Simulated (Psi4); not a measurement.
H2AsF3Sn (SMILES [F][Sn]([F])([F])[AsH2]), singlet, at the geometry of the source list (core potentials on Sn); PBE/def2-TZVPPD (Psi4).

Psi4 was given this input:
```
memory 2 GB

molecule mol {
0 1
  F    -1.968700   -0.540700    1.769600
  Sn   -0.834400   -0.057600    0.142800
  F    -1.573800    1.659800   -0.662700
  F    -1.157700   -1.483900   -1.270100
  As    1.711400    0.145500    0.704400
  H     1.834600    1.197400   -0.363600
  H     1.988600   -0.920400   -0.320400
}

set basis def2-tzvppd
set reference rks

energy('pbe')
print_variables()
```

Write the output that Psi4 gives for this input, abridged.


```
   => Loading Basis Set <=

    Name: DEF2-TZVPPD
    Role: ORBITAL
    Keyword: BASIS

    !!!  WARNING: ECP capability is in beta. Please check occupations closely.  !!!

         ---------------------------------------------------------
                                   SCF
               by Justin Turney, Rob Parrish, Andy Simmonett
                          and Daniel G. A. Smith
                              RKS Reference
         ---------------------------------------------------------

  ==> Geometry <==

    Molecular point group: c1
    Full point group: C1

    Geometry (in Angstrom), charge = 0, multiplicity = 1:

       Center              X                  Y                   Z               Mass
    ------------   -----------------  -----------------  -----------------  -----------------
         F           -1.743085582593    -0.530233640566     1.509167027624    18.998403162730
         SN          -0.608785582593    -0.047133640566    -0.117632972376   119.902201630000
         F           -1.348185582593     1.670266359434    -0.923132972376    18.998403162730
         F           -0.932085582593    -1.473433640566    -1.530532972376    18.998403162730
         AS           1.937014417407     0.155966359434     0.443967027624    74.921594570000
         H            2.060214417407     1.207866359434    -0.624032972376     1.007825032230
         H            2.214214417407    -0.909933640566    -0.580832972376     1.007825032230

  Running in c1 symmetry.

  Rotational constants: A =      0.08107  B =      0.03000  C =      0.02971 [cm^-1]
  Rotational constants: A =   2430.39990  B =    899.42374  C =    890.64451 [MHz]
  Nuclear repulsion =  500.808982471532033

  Charge       = 0
  Multiplicity = 1
  Electrons    = 84
  Nalpha       = 42
  Nbeta        = 42

  ==> Algorithm <==

  SCF Algorithm Type is DF.
  DIIS enabled.
  MOM disabled.
  Fractional occupation disabled.
  Guess Type is SAD.
  Energy threshold   = 1.00e-06
  Density threshold  = 1.00e-06
  Integral threshold = 1.00e-12

  ==> Primary Basis <==

  Basis Set: DEF2-TZVPPD
    Blend: DEF2-TZVPPD
    Number of shells: 92
    Number of basis functions: 264
    Number of Cartesian functions: 302
    Spherical Harmonics?: true
    Max angular momentum: 3

  Core potential: DEF2-TZVPPD
    Number of shells: 4
    Number of ECP primitives: 18
    Number of ECP core electrons: 28
    Max angular momentum: 3

  ==> DFT Potential <==

   => LibXC <=

    Version 7.1.2
[...]
   @DF-RKS iter   6: -2750.53677492768384   -5.08020e-03   1.83661e-04 DIIS/ADIIS
   @DF-RKS iter   7: -2750.53747313876056   -6.98211e-04   8.83796e-05 DIIS
   @DF-RKS iter   8: -2750.53765516492285   -1.82026e-04   2.80004e-05 DIIS
   @DF-RKS iter   9: -2750.53768718031233   -3.20154e-05   5.80912e-06 DIIS
   @DF-RKS iter  10: -2750.53768815965350   -9.79341e-07   1.70309e-06 DIIS
   @DF-RKS iter  11: -2750.53768823627570   -7.66222e-08   9.58942e-07 DIIS
  Energy and wave function converged.

  ==> Post-Iterations <==

   Electrons on quadrature grid:
      Ntotal   =   83.9999990549 ; deviation = -9.451e-07

    Orbital Energies [Eh]
    ---------------------

    Doubly Occupied:

[...]
    Virtual:

[...]
    Final Occupation by Irrep:
              A
    DOCC [    42 ]
    NA   [    42 ]
    NB   [    42 ]

  @DF-RKS Final Energy: -2750.53768823627570

   => Energetics <=

    Nuclear Repulsion Energy =            500.8089824715320333
    One-Electron Energy =               -4908.5994401953603301
    Two-Electron Energy =                1789.8334645244417516
    DFT Exchange-Correlation Energy =    -132.5806950368888124
    Empirical Dispersion Energy =           0.0000000000000000
    VV10 Nonlocal Energy =                  0.0000000000000000
    Total Energy =                      -2750.5376882362756987

Computation Completed

Properties will be evaluated at   0.000000,   0.000000,   0.000000 [a0]

Properties computed using the SCF density matrix

 Multipole Moments:

 ------------------------------------------------------------------------------------
     Multipole            Electronic (a.u.)      Nuclear  (a.u.)        Total (a.u.)
 ------------------------------------------------------------------------------------

 L = 1.  Multiply by 2.5417464519 to convert [e a0] to [Debye]
 Dipole X            :        -33.0560183           35.1345649            2.0785466
 Dipole Y            :         -2.4878380            2.6593628            0.1715248
 Dipole Z            :         -4.0975885            4.4552756            0.3576871
 Magnitude           :                                                    2.1160617

 ------------------------------------------------------------------------------------

  Variable Map:
  ----------------------------------------------------------------------------
[...]
  Array Variable Map:
  ----------------------------------------------------------------------------
[...]
[...]
```
